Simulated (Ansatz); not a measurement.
Geometry optimisation, Ansatz 0.2.0, RKS PBE-D4/def2-SVP.

The input (input.yaml):

```yaml
crystal:
  periodic: [false, false, false]
  atoms:
    - { symbol: O, position_ang: [-0.0183, 0.8111, 1.891] }
    - { symbol: Si, position_ang: [1.1261, 1.1586, 0.6865] }
    - { symbol: Sb, position_ang: [1.4161, -0.8865, -0.758] }
    - { symbol: Ge, position_ang: [-1.0344, -1.0898, -1.1495] }
    - { symbol: Cl, position_ang: [-1.813, 0.6438, -2.2222] }
    - { symbol: H, position_ang: [-0.9279, 1.0158, 1.4105] }
    - { symbol: H, position_ang: [0.7368, 2.2905, -0.1558] }
    - { symbol: H, position_ang: [2.4395, 1.5098, 1.3412] }
    - { symbol: H, position_ang: [1.3832, -1.9345, 0.699] }
    - { symbol: H, position_ang: [-1.396, -2.3698, -1.9615] }
    - { symbol: H, position_ang: [-1.8466, -1.2059, 0.2394] }
basis:
  gaussian: { orbitals: def2-SVP }
hamiltonian:
  xc: pbe
  dispersion: d4
relax:
  f_tol: 0.015
  max_steps: 40
```

Command:

```bash
$ ansatz run input.yaml --threads 2 --pin off --max-ram 3072MiB --backend cpu --events-out ev --progress --plain --runs-dir out
```

Q: Where does it end, and by what steps?

A: The forces met the threshold. After 14 steps the energy has fallen by 0.626 eV; Cl5 moved furthest, 0.98 Å.

```json
{"step": "0", "energy less start (eV)": "0.0000", "largest force component (eV/Å)": "2.368", "accepted": "yes"}
{"step": "1", "energy less start (eV)": "-0.3575", "largest force component (eV/Å)": "1.018", "accepted": "yes"}
{"step": "2", "energy less start (eV)": "-0.4040", "largest force component (eV/Å)": "0.739", "accepted": "yes"}
{"step": "3", "energy less start (eV)": "-0.4381", "largest force component (eV/Å)": "0.331", "accepted": "yes"}
{"step": "4", "energy less start (eV)": "-0.4581", "largest force component (eV/Å)": "0.642", "accepted": "yes"}
{"step": "5", "energy less start (eV)": "-0.4870", "largest force component (eV/Å)": "0.875", "accepted": "yes"}
{"step": "6", "energy less start (eV)": "-0.5239", "largest force component (eV/Å)": "0.575", "accepted": "yes"}
{"step": "7", "energy less start (eV)": "-0.5675", "largest force component (eV/Å)": "0.448", "accepted": "yes"}
{"step": "8", "energy less start (eV)": "-0.5943", "largest force component (eV/Å)": "0.477", "accepted": "yes"}
{"step": "9", "energy less start (eV)": "-0.6133", "largest force component (eV/Å)": "0.423", "accepted": "yes"}
{"step": "10", "energy less start (eV)": "-0.6170", "largest force component (eV/Å)": "0.308", "accepted": "yes"}
{"step": "11", "energy less start (eV)": "-0.6230", "largest force component (eV/Å)": "0.250", "accepted": "yes"}
{"step": "12", "energy less start (eV)": "-0.6255", "largest force component (eV/Å)": "0.054", "accepted": "yes"}
{"step": "13", "energy less start (eV)": "-0.6259", "largest force component (eV/Å)": "0.017", "accepted": "yes"}
{"step": "14", "energy less start (eV)": "-0.6259", "largest force component (eV/Å)": "0.009", "accepted": "yes"}
```

```xyz
11
Properties=species:S:1:pos:R:3
O -0.352 1.204 1.410
Si 1.130 1.206 0.622
Sb 1.573 -0.932 -0.848
Ge -1.048 -1.291 -0.923
Cl -1.997 0.701 -1.261
H -1.103 1.275 0.779
H 1.301 2.390 -0.297
H 2.184 1.236 1.690
H 1.615 -1.899 0.593
H -1.546 -2.131 -2.133
H -1.691 -1.815 0.388
```

Whether the end is a true minimum wasn't checked by a vibrational analysis.

Time of the run: 77 s on 2 threads of Arm Neoverse V1, with other jobs on the host, peak memory 0.21 GiB.
